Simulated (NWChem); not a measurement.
All runs are NWChem calculations. System: Mg, charge 0, spin multiplicity 1. Level: B3LYP/def2-TZVP, VWN1-RPA local correlation.

Input file:

```
start mol
memory heap 200 mb stack 900 mb global 1100 mb
geometry units angstroms nocenter noautoz
  Mg     0.000000     0.000000     0.000000
  symmetry group D2h
end
basis spherical
  * library def2-tzvp
end
dft
  xc b3lyp
  semidirect memsize 60000000 filesize 0
  iterations 100
end
task dft energy
```

Part of the output:

```
             Northwest Computational Chemistry Package (NWChem) 7.3.0
             --------------------------------------------------------

                                NWChem Input Module
                                -------------------

 Scaling coordinates for geometry "geometry" by  1.889725989
 (inverse scale =  0.529177249)

                             Geometry "geometry" -> ""
                             -------------------------

 Output coordinates in angstroms (scale by  1.889725989 to convert to a.u.)

  No.       Tag          Charge          X              Y              Z
 ---- ---------------- ---------- -------------- -------------- --------------
    1 Mg                  12.0000     0.00000000     0.00000000     0.00000000

 Effective nuclear repulsion energy (a.u.)       0.0000000000

            Nuclear Dipole moment (a.u.)
            ----------------------------
        X                 Y               Z
 ---------------- ---------------- ----------------
     0.0000000000     0.0000000000     0.0000000000

      Symmetry information
      --------------------

 Group name             D2h
 Group number             26
 Group order               8
 No. of unique centers     1

      Symmetry unique atoms

     1


 Summary of "ao basis" -> "" (spherical)
 ------------------------------------------------------------------------------
       Tag                 Description            Shells   Functions and Types
 ---------------- ------------------------------  ------  ---------------------
 *                         def2-tzvp                  on all atoms

                                 NWChem DFT Module
                                 -----------------

 Summary of "ao basis" -> "ao basis" (spherical)
 ------------------------------------------------------------------------------
       Tag                 Description            Shells   Functions and Types
 ---------------- ------------------------------  ------  ---------------------
 Mg                        def2-tzvp                12       32   5s4p3d

 Summary of "ao basis" -> "ao basis" (spherical)
 ------------------------------------------------------------------------------
       Tag                 Description            Shells   Functions and Types
 ---------------- ------------------------------  ------  ---------------------
 Mg                        def2-tzvp                12       32   5s4p3d

      Symmetry analysis of basis
      --------------------------

        ag         11
        au          0
        b1g         3
        b1u         4
        b2g         3
        b2u         4
        b3g         3
        b3u         4

            General Information
            -------------------
          SCF calculation type: DFT
          Wavefunction type:  closed shell.
          No. of atoms     :     1
          No. of electrons :    12
           Alpha electrons :     6
            Beta electrons :     6
          Charge           :     0
          Spin multiplicity:     1
          Use of symmetry is: on ; symmetry adaption is: on
          Maximum number of iterations: 100
          AO basis - number of functions:    32
                     number of shells:    12
          Convergence on energy requested:  1.00D-06
          Convergence on density requested:  1.00D-05
          Convergence on gradient requested:  5.00D-04

              XC Information
              --------------
                         B3LYP Method XC Potential
                     Hartree-Fock (Exact) Exchange  0.200
                        Slater Exchange Functional  0.800 local
                    Becke 1988 Exchange Functional  0.720 non-local
              Lee-Yang-Parr Correlation Functional  0.810
                  VWN I RPA Correlation Functional  0.190 local

             Grid Information
             ----------------
          Grid used for XC integration:  medium
          Radial quadrature: Mura-Knowles
          Angular quadrature: Lebedev.
          Tag              B.-S. Rad. Rad. Pts. Rad. Cut. Ang. Pts.
          ---              ---------- --------- --------- ---------
          Mg                  1.50       88           8.0       590
          Grid pruning is: on
          Number of quadrature shells:    88
          Spatial weights used:  Erf1

          Convergence Information
          -----------------------
          Convergence aids based upon iterative change in
          total energy or number of iterations.
          Levelshifting, if invoked, occurs when the
          HOMO/LUMO gap drops below (HL_TOL):  1.00D-02
          DIIS, if invoked, will attempt to extrapolate
          using up to (NFOCK): 10 stored Fock matrices.

                    Damping( 0%)  Levelshifting(0.5)       DIIS
                  --------------- ------------------- ---------------
          dE  on:    start            ASAP                start
          dE off:    2 iters        100 iters           100 iters

      Screening Tolerance Information
      -------------------------------
          Density screening/tol_rho:  1.00D-10
          AO Gaussian exp screening on grid/accAOfunc:  14
          CD Gaussian exp screening on grid/accCDfunc:  20
          XC Gaussian exp screening on grid/accXCfunc:  20
          Schwarz screening/accCoul:  1.00D-08

      Superposition of Atomic Density Guess
      -------------------------------------

 Sum of atomic energies:        -199.60663118

      Non-variational initial energy
      ------------------------------

 Total energy =    -199.606631
 1-e energy   =    -279.425814
 2-e energy   =      79.819183
 HOMO         =      -0.252992
 LUMO         =       0.054792

      Symmetry analysis of molecular orbitals - initial
      -------------------------------------------------

 !! scf_movecs_sym_adapt:   25 vectors were symmetry contaminated

  Symmetry fudging

 !! scf_movecs_sym_adapt:   24 vectors were symmetry contaminated

  Numbering of irreducible representations:

     1 ag          2 au          3 b1g         4 b1u         5 b2g
     6 b2u         7 b3g         8 b3u

  Orbital symmetries:

     1 ag          2 ag          3 b2u         4 b3u         5 b1u
     6 ag          7 b3u         8 b1u         9 b2u        10 ag
    11 ag         12 ag         13 b2g        14 b1g        15 b3g
    16 b1u

------------------------------------------------------------
EAF file 0: "./mol.aoints.0" size=524288 bytes
------------------------------------------------------------
               write      read    awrite     aread      wait
               -----      ----    ------     -----      ----
     calls:        1         0         0         0         0
   data(b): 5.24e+05  0.00e+00  0.00e+00  0.00e+00
   time(s): 0.00e+00  0.00e+00  0.00e+00  0.00e+00  0.00e+00
rate(mb/s): 0.00e+00  0.00e+00
------------------------------------------------------------

 !! scf_movecs_sym_adapt:   23 vectors were symmetry contaminated

  Symmetry fudging

 !! scf_movecs_sym_adapt:   16 vectors were symmetry contaminated

   convergence    iter        energy       DeltaE   RMS-Dens  Diis-err    time
 ---------------- ----- ----------------- --------- --------- ---------  ------
 d= 0,ls=0.0,diis     1   -200.0882271656 -2.00D+02  8.52D-03  9.99D-02     0.1

 !! scf_movecs_sym_adapt:   23 vectors were symmetry contaminated

  Symmetry fudging

 !! scf_movecs_sym_adapt:   21 vectors were symmetry contaminated

 d= 0,ls=0.0,diis     2   -200.0914278861 -3.20D-03  6.66D-04  2.54D-03     0.1

 !! scf_movecs_sym_adapt:   20 vectors were symmetry contaminated

  Symmetry fudging

 !! scf_movecs_sym_adapt:   20 vectors were symmetry contaminated

 d= 0,ls=0.0,diis     3   -200.0915140292 -8.61D-05  2.94D-04  5.28D-04     0.2

 !! scf_movecs_sym_adapt:   21 vectors were symmetry contaminated

  Symmetry fudging

 !! scf_movecs_sym_adapt:   20 vectors were symmetry contaminated

 d= 0,ls=0.0,diis     4   -200.0915376480 -2.36D-05  3.12D-05  6.28D-07     0.2

 !! scf_movecs_sym_adapt:   21 vectors were symmetry contaminated

  Symmetry fudging

 !! scf_movecs_sym_adapt:   18 vectors were symmetry contaminated

 d= 0,ls=0.0,diis     5   -200.0915376887 -4.06D-08  7.60D-07  6.24D-11     0.2

         Total DFT energy =     -200.091537688652
      One electron energy =     -279.436345133497
           Coulomb energy =       95.801757049964
    Exchange-Corr. energy =      -16.456949605119
 Nuclear repulsion energy =        0.000000000000

 Numeric. integr. density =       12.000000050557

     Total iterative time =      0.1s

                  Occupations of the irreducible representations
                  ----------------------------------------------

                     irrep           alpha         beta
                     --------     --------     --------
                     ag                3.0          3.0
                     au                0.0          0.0
                     b1g               0.0          0.0
                     b1u               1.0          1.0
                     b2g               0.0          0.0
                     b2u               1.0          1.0
                     b3g               0.0          0.0
                     b3u               1.0          1.0

                       DFT Final Molecular Orbital Analysis
                       ------------------------------------

 Vector    4  Occ=2.000000D+00  E=-1.841033D+00  Symmetry=b3u
              MO Center= -8.0D-17,  1.4D-33,  5.8D-33, r^2= 1.7D-01
   Bfn.  Coefficient  Atom+Function         Bfn.  Coefficient  Atom+Function
  ----- ------------  ---------------      ----- ------------  ---------------
     6      0.864914  1 Mg px                 9      0.212906  1 Mg px

 Vector    5  Occ=2.000000D+00  E=-1.841033D+00  Symmetry=b1u
              MO Center= -2.1D-32,  1.7D-32, -1.5D-18, r^2= 1.7D-01
   Bfn.  Coefficient  Atom+Function         Bfn.  Coefficient  Atom+Function
  ----- ------------  ---------------      ----- ------------  ---------------
     8      0.864914  1 Mg pz                11      0.212906  1 Mg pz

 Vector    6  Occ=2.000000D+00  E=-1.945227D-01  Symmetry=ag
              MO Center= -2.2D-22,  1.6D-19,  1.1D-21, r^2= 3.2D+00
   Bfn.  Coefficient  Atom+Function         Bfn.  Coefficient  Atom+Function
  ----- ------------  ---------------      ----- ------------  ---------------
     4      0.745244  1 Mg s                  5      0.370023  1 Mg s
     3     -0.301863  1 Mg s                  2      0.096089  1 Mg s
     1      0.054841  1 Mg s

 Vector    7  Occ=0.000000D+00  E=-2.806685D-02  Symmetry=b3u
              MO Center=  2.0D-22,  1.7D-32,  2.4D-33, r^2= 5.5D+00
   Bfn.  Coefficient  Atom+Function         Bfn.  Coefficient  Atom+Function
  ----- ------------  ---------------      ----- ------------  ---------------
    15      0.858115  1 Mg px                12      0.213462  1 Mg px
     6     -0.146139  1 Mg px

 Vector    8  Occ=0.000000D+00  E=-2.806685D-02  Symmetry=b2u
              MO Center= -2.1D-31, -1.6D-19,  7.9D-30, r^2= 5.5D+00
   Bfn.  Coefficient  Atom+Function         Bfn.  Coefficient  Atom+Function
  ----- ------------  ---------------      ----- ------------  ---------------
    16      0.858115  1 Mg py                13      0.213462  1 Mg py
     7     -0.146139  1 Mg py

 Vector    9  Occ=0.000000D+00  E=-2.806685D-02  Symmetry=b1u
              MO Center= -2.4D-31,  8.4D-31, -1.2D-21, r^2= 5.5D+00
   Bfn.  Coefficient  Atom+Function         Bfn.  Coefficient  Atom+Function
  ----- ------------  ---------------      ----- ------------  ---------------
    17      0.858115  1 Mg pz                14      0.213462  1 Mg pz
     8     -0.146139  1 Mg pz

 Task  times  cpu:        0.2s     wall:        0.2s

 Total times  cpu:        0.2s     wall:        0.2s
```
